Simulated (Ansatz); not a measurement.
Molecule: ZrF2, net charge 0, triplet state. The spin state was set by rule; other spins were not relaxed. 
Geometry from a B3LYP-D3(BJ)/def2-TZVP (Ansatz, an electronic-structure program) optimisation:
SMILES: [F][Zr][F]
```xyz
3

Zr     0.2137    -0.0001    -0.0501
F     -0.7420     1.3521    -1.0313
F     -0.2075    -1.3518     1.2538
```
Charge 0, spin multiplicity 3.

Basis-set convergence of Hartree-Fock and CCSD(T) correlation energies (hartree) with Ansatz. Cores are frozen in the correlated levels unless marked. Open shells are spin-unrestricted. Spin-orbit coupling is left out. The frozen core is the preceding noble-gas configuration, with the filled d and f shells of earlier blocks. Past Kr the def2 sets carry scalar-relativistic core potentials.

```json
[
 {"basis": "def2-SVP", "functions": "59", "E(HF)": "-245.36371", "E(corr, CCSD(T))": "-0.44716"},
 {"basis": "def2-TZVPP", "functions": "118", "E(HF)": "(withheld)", "E(corr, CCSD(T))": "(withheld)"}
]
```

### Question
Fill in the missing entries.

### Answer

- def2-TZVPP, E(HF): -245.63113
- def2-TZVPP, E(corr, CCSD(T)): -0.59463
